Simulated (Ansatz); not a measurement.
Consider the redistribution: `CO[CH2][AlH2]` + `[NH2][AlH][GaH2]` → `[NH2][AlH][AlH2]` + `CO[CH2][GaH2]`.

Gas-phase electronic energies from Ansatz, PBE0-D4/def2-TZVP geometries. CBS: MP2 limit from def2 TZ/QZ plus the TZ coupled-cluster correction, frozen cores. DFT in def2-TZVPP. B3LYP here is the variant with VWN-RPA as its local correlation; programs differ in this. For Ga outer-core shells are correlated without core-valence functions, which leaves a few kJ/mol of doubt a bond. Scalar relativity is left out up to krypton. One conformer a species, not always the lowest.

`CO[CH2][AlH2]`:

Cartesian coordinates in Å:
```
C -0.534 0.032 1.802
O -0.734 -0.113 0.423
C 0.451 0.064 -0.322
Al 0.118 -0.148 -2.253
H -0.158 1.036 2.049
H -1.494 -0.120 2.297
H 0.187 -0.707 2.182
H 0.892 1.059 -0.126
H 1.230 -0.651 0.004
H -1.323 -0.472 -2.827
H 1.364 0.020 -3.228
```

`[NH2][AlH][GaH2]`:

Cartesian coordinates in Å:
```
N 0.451 1.143 -1.348
Al 0.822 -0.084 -0.124
Ga -1.018 -0.993 1.336
H -0.457 1.537 -1.533
H 1.136 1.550 -1.966
H 2.350 -0.527 -0.048
H -1.867 -2.273 0.958
H -1.416 -0.352 2.726
```

`[NH2][AlH][AlH2]`:

Z-matrix (Å, degrees):
```
N
Al 1 1.774
H 1 1.008 2 125.1
H 1 1.008 2 124.7 3 179.8
Al 2 2.596 1 116.7 3 179.7
H 2 1.593 1 114.9 3 -0.2
H 5 1.596 2 123.4 1 -175.3
H 5 1.598 2 120.9 1 4.6
```

`CO[CH2][GaH2]`:

Z-matrix (Å, degrees):
```
C
O 1 1.403
H 1 1.091 2 107.8
H 1 1.098 2 111.1 3 119.6
H 1 1.099 2 111.1 3 -119.5
C 2 1.419 1 113.1 3 179.9
Ga 6 1.992 2 99.8 1 180.0
H 6 1.099 2 110.7 1 59.7
H 6 1.099 2 110.7 1 -59.7
H 7 1.571 6 119.6 2 85.6
H 7 1.571 6 119.9 2 -90.2
```

CCSD(T)/CBS gives +6.3 kcal/mol.

(1) Another level gave +7.9 kcal/mol. Which?
A. B3LYP-D4/def2-TZVPP
B. PBE0-D4/def2-TZVPP
C. RPA@PBE/def2-TZVPP
D. ωB97M-V/def2-TZVPP

Largest T1 diagnostic among the species: 0.013.

## Answers

(1) A. B3LYP-D4 7.9, RPA@PBE/def2-TZVPP 5.0, PBE0-D4 6.8, ωB97M-V 9.1 kcal/mol.

Leaving LDA and LC-ωPBE aside and taking each functional with its dispersion term where it has one, the values, not all of them listed here, spread over 2.6 kcal/mol, from PBE-QIDH to ωB97M-V.
